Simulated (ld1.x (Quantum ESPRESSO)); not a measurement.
# u(r) = r·R(r): atom against pseudo-atom (zirconium)

Columns: radius, all-electron u(r) and pseudo u(r) of the 5p shell (level -1.44 eV) of zirconium in the configuration [Ar] 3d10 4s2 4p6 4d2 5s2 5p0; Wu–Cohen, scalar-relativistic, PAW scheme, ld1.x (Quantum ESPRESSO) 7.5.

```csv
r (bohr),all-electron,pseudo
0.165,0.0054,0.0388
0.330,-0.1177,0.1439
0.495,-0.0434,0.2848
0.660,0.0801,0.4216
0.825,0.1675,0.5164
0.990,0.2015,0.5449
1.155,0.1904,0.5014
1.320,0.1484,0.3992
1.485,0.0885,0.2635
1.650,0.0205,0.1223
1.815,-0.0491,-0.0028
1.980,-0.1163,-0.1018
2.145,-0.1787,-0.1765
2.310,-0.2353,-0.2352
2.475,-0.2855,-0.2855
2.640,-0.3294,-0.3294
2.805,-0.3671,-0.3671
2.970,-0.3989,-0.3989
3.135,-0.4251,-0.4251
3.300,-0.4461,-0.4461
3.465,-0.4624,-0.4624
3.630,-0.4743,-0.4743
3.795,-0.4821,-0.4821
3.960,-0.4863,-0.4863
4.125,-0.4872,-0.4872
4.290,-0.4852,-0.4852
```

(1) How many radial nodes do the two functions have?

(2) At about which radius was the pseudo-wave matched?

(3) Is the pseudo-wave norm-conserving?

Results:

(1) The all-electron 5p function has n − l − 1 = 3; the pseudo-wave has 1, since 1 lower shell of the same l stays in the valence.

(2) 2.45 bohr, where the columns begin to agree (steps of 0.17 bohr).

(3) No, it belongs to a PAW set: the norm inside the radius is not constrained, and the difference is carried by the augmentation charge.
